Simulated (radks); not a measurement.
Question: Numerical settings for the technetium ion Tc3+, [Kr] 4d4. Calculated with a radial shooting solver on a logarithmic mesh with Libxc functionals: scalar-relativistic Kohn-Sham, LDA (Slater exchange, Perdew-Wang correlation), spin-polarised, spherical densities, finite nucleus; open shells are filled with parallel spins first (spin-orbit coupling, left out, can overturn this in heavy ions); Fermi nuclear charge, rms radius 4.4112 fm. The defaults (mesh step 0.008 in ln r, mesh end at 40 bohr or more with all orbitals vanishing there, Anderson mixing 0.5 over 9 steps, residual threshold near 1e-9 with the energy settled to 1e-9 hartree or 1e-11 of itself, here a cap of 77 iterations) give E = -4279.3706 hartree and 4d at -36.517 eV in 14 iterations. Run on one thread of a shared host, so times are rough (Intel(R) Xeon(R) Platinum 8559C): 0.17 s of CPU time, 0.17 s wall, 14 iterations on 2189 mesh points. One setting is changed at a time: mesh step in ln r 0.012; mesh step in ln r 0.08; mesh step in ln r 0.03; mesh end (bohr) 5; mesh end (bohr) 3; residual threshold 1e-13; residual threshold 1e-16; mixing 1.5; linear mixing, mixing 0.05; linear mixing, mixing 0.2; mixing history 20; iteration cap 2. Which runs fail to converge, and which converge to a wrong energy?

Answer: Not converged within the cap: mesh step in ln r 0.08; residual threshold 1e-16; linear mixing, mixing 0.05; linear mixing, mixing 0.2; iteration cap 2. Settings that end as converged yet miss the energy by more than 1 mhartree: mesh end (bohr) 5 (+0.00205 hartree); mesh end (bohr) 3 (+0.309 hartree).
